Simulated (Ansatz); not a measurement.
Geometry optimisation, Ansatz 0.2.0, RKS PBE0/def2-SVP.

input.yaml

```yaml
crystal:
  periodic: [false, false, false]
  atoms:
    - { symbol: C, position_ang: [-1.13342, 0.02162, 0.63435] }
    - { symbol: C, position_ang: [0.1516, 0.2426, 0.35759] }
    - { symbol: F, position_ang: [0.86201, 0.9542, 1.2735] }
    - { symbol: B, position_ang: [0.90595, -0.244, -0.91879] }
    - { symbol: F, position_ang: [2.17744, 0.02896, -1.07286] }
    - { symbol: H, position_ang: [-1.74605, -0.53391, -0.04964] }
    - { symbol: H, position_ang: [-1.58998, 0.38731, 1.53918] }
    - { symbol: H, position_ang: [0.37246, -0.85679, -1.76332] }
basis:
  gaussian: { orbitals: def2-SVP }
hamiltonian:
  xc: pbe0
relax:
  f_tol: 0.015
  max_steps: 40
output:
  orbitals: {}
```

Launched with:

```bash
$ ansatz run input.yaml --threads 1 --pin off --max-ram 2048MiB --backend cpu --events-out ev --progress --plain --runs-dir out
```

Question: Where does it end, and by what steps?

Answer: The run converged. After 6 steps the energy has fallen by 0.052 eV; H8 moved furthest, 0.07 Å.

| step | energy less start (eV) | largest force component (eV/Å) | accepted |
| --- | --- | --- | --- |
| 0 | 0.0000 | 0.723 | yes |
| 1 | -0.0430 | 0.412 | yes |
| 2 | -0.0510 | 0.050 | yes |
| 3 | -0.0511 | 0.121 | yes |
| 4 | -0.0515 | 0.051 | yes |
| 5 | -0.0518 | 0.027 | yes |
| 6 | -0.0518 | 0.006 | yes |

```xyz
8
Properties=species:S:1:pos:R:3
C -1.122 0.021 0.625
C 0.173 0.263 0.388
F 0.895 0.959 1.274
B 0.896 -0.235 -0.896
F 2.174 0.032 -1.080
H -1.702 -0.548 -0.104
H -1.619 0.377 1.532
H 0.306 -0.869 -1.739
```

Whether the end is a true minimum wasn't checked by a vibrational analysis.

Time of the run: 23 s on 1 thread of Intel(R) Xeon(R) Platinum 8488C (Sapphire Rapids), with other jobs on the host, peak memory 0.18 GiB.
